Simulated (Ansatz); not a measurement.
Calculated with Ansatz (gas phase, PBE0-D4/def2-TZVP geometries, no zero-point term in ΔE). CBS: MP2 limit from def2 TZ/QZ plus the TZ coupled-cluster correction, frozen cores. Functionals use def2-TZVPP. B3LYP here is the variant with VWN-RPA as its local correlation; programs differ in this. For Se outer-core shells are correlated without core-valence functions, which leaves a few kJ/mol of doubt a bond. Scalar relativity is left out up to krypton. Each species was taken in one conformer, which may not be the lowest.

Consider the cleavage of the B–Si bond: `[SiH3][SiH2]BCl` + `[SiH3][SeH]` → `[SiH3][Se]BCl` + `[SiH3][SiH3]`.

(1) Is it downhill or uphill in electronic energy at CCSD(T)/CBS, and by how much? (An estimate is asked.)

(2) What do these levels give: PBE-D4, PBE0-D4, ωB97M-V, B2PLYP, B3LYP, SCS-MP2/def2-QZVPP? (Best estimate.)

Largest T1 diagnostic among the species: 0.014.

Answers

(1) Computed: Downhill: ΔE = -89.2 kJ/mol.

(2) The calculation gave: PBE-D4 -83.6, PBE0-D4 -84.6, ωB97M-V -87.4, B2PLYP -89.7, B3LYP -84.6, SCS-MP2/def2-QZVPP -95.0 kJ/mol.

In def2-TZVPP, CCSD(T) changes the Hartree–Fock value by −3.4 kJ/mol (the triples alone add −1.7 kJ/mol) and MP2 by −13.3 kJ/mol.
